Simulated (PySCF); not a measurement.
PySCF input for Sn(OH)(NH2)3 (H7N3OSn), SMILES [Sn]([NH2])([NH2])([NH2])[OH], IEF-PCM-ωB97X/def2-SVP. Coordinates come from a PBE0-D3(BJ)/def2-SVP optimisation. The structure was generated by enumeration; whether it is a known compound was not checked. The def2 effective core potentials stand for the cores of Sn; spin–orbit coupling is left out. The values are those of a single conformer.

```python
import numpy as np
from pyscf import gto, scf, dft
from pyscf.solvent import pcm

mol = gto.M(
    atom='''
    N    -1.23044814   -1.50495667   -0.58246642
    Sn    0.00857338   -0.00171873   -0.00780029
    N     1.97491200   -0.46116274    0.15342628
    N    -0.29127456    1.47222427   -1.37588897
    O    -0.46459752    0.44130975    1.87137816
    H    -0.89771950   -2.41522102   -0.26821054
    H    -1.31984477   -1.55253900   -1.59646085
    H     2.55014282   -0.00923110   -0.55447434
    H     2.34152326   -0.21107455    1.07034383
    H    -1.27872863    1.62812517   -1.57310072
    H     0.10206371    2.36456447   -1.08167736
    H    -1.38165058    0.20810075    2.05707257
    ''',
    basis='def2-SVP',
    ecp={'Sn': 'def2-svp'},
    charge=0,
    spin=0,
    max_memory=1600,
    verbose=3,
)
mf = dft.RKS(mol, xc='wb97x').density_fit(auxbasis='def2-universal-jkfit')
mf.grids.level = 3
mf.conv_tol = 1e-9
mf.max_cycle = 100
mf.kernel()
res = {}
for name, eps in {'water': 78.355, 'ethylethanoate': 5.9867, 'acetone': 20.493}.items():
    s = mf.PCM()
    s.with_solvent.method, s.with_solvent.eps, s.with_solvent.lebedev_order = 'IEF-PCM', eps, 29
    s.kernel(mf.make_rdm1())
    res[name] = (s.e_tot, eps, s.dip_moment(), s.mo_energy, s.converged)
    print(f'{name}: electrostatic solvation free energy {(s.e_tot - mf.e_tot) * 627.509474:.3f} kcal/mol')
```

Log of the run:

```
converged SCF energy = -457.802526719006

WARN: PCM is an experimental feature. It is still in testing.
Features and APIs may be changed in the future.

converged SCF energy = -457.822129582045
Dipole moment(X, Y, Z, Debye): -0.38413,  0.76919, -1.36174
water: electrostatic solvation free energy -12.301 kcal/mol

WARN: PCM is an experimental feature. It is still in testing.
Features and APIs may be changed in the future.

converged SCF energy = -457.81760520555
Dipole moment(X, Y, Z, Debye): -0.35829,  0.71316, -1.30324
ethylethanoate: electrostatic solvation free energy -9.462 kcal/mol

WARN: PCM is an experimental feature. It is still in testing.
Features and APIs may be changed in the future.

converged SCF energy = -457.820994504337
Dipole moment(X, Y, Z, Debye): -0.37738,  0.75430, -1.34717
acetone: electrostatic solvation free energy -11.589 kcal/mol
```

The run converged.
